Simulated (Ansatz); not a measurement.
# Pulling the pair apart

The pair of NH$_{4}$⁺ (SMILES [NH4+], atoms 1–5) and GeH$_{4}$ (SMILES [GeH4], atoms 6–10), both closed shells, in one local arrangement (a lower one may exist), relaxed at PBE0-D4/def2-TZVP:

N1  (-0.191, 0.229, -2.026)
H2  (-1.049, 0.742, -2.236)
H3  (-0.228, -0.692, -2.466)
H4  (-0.097, 0.117, -0.989)
H5  (0.612, 0.747, -2.387)
Ge6  (0.198, -0.237, 2.093)
H7  (0.042, -0.048, 0.539)
H8  (-1.219, -0.146, 2.654)
H9  (1.103, 0.904, 2.550)
H10  (0.829, -1.616, 2.269)
(Å)

GeH$_{4}$ is shifted rigidly along the line between the mean atom positions of the two fragments (negative: closer). Counterpoise interaction energies in kJ/mol. Ansatz 0.2.0; basis: def2-TZVPPD; cores frozen in the correlated methods. Filled d shells of the heavier atoms are correlated. The def2 sets are not built for correlating such inner shells, so the correlated values are less sure here.

```csv
shift (Å),HF,PBE-D4,r2SCAN-D4
-0.31,-1.0,-31.8,-26.0
-0.16,-15.9,-39.4,-33.7
0.00,-22.8,-40.7,-35.3
0.16,-25.3,-38.8,-33.9
0.37,-24.8,-33.9,-29.8
0.78,-20.1,-24.1,-21.4
1.56,-11.7,-11.8,-11.1
3.12,-5.0,-3.8,-4.3
```

At the largest shift the D4 term itself is slightly repulsive (PBE-D4 +6.4 meV, r2SCAN-D4 +0.8 meV): a quirk of that model, not of the functional.

Problem. What does CCSD(T) give at these shifts? (To be estimated.)

Solution. Computed: -17.1, -27.8, -31.5, -31.4, -28.6, -21.3, -11.4, -4.5 kJ/mol. For zero shift, CCSD(T) at an estimated basis limit (MP2 extrapolated from triple and quadruple zeta, plus CCSD(T) − MP2 in triple zeta) gives -31.8 kJ/mol. These are counterpoise interaction energies, counted from the two frozen fragments.

T1 diagnostic: at most 0.010.

For scale, one of the runs: CCSD(T)/def2-TZVPPD, 227 basis functions, launched by `ansatz run in.yaml --threads 4 --pin off --events-out ev --progress --plain --max-ram 9574MiB`. Hardware: 4 CPU threads of an Arm Neoverse V2, shared host. Wall time 65 s; peak host memory 3.7 GiB.
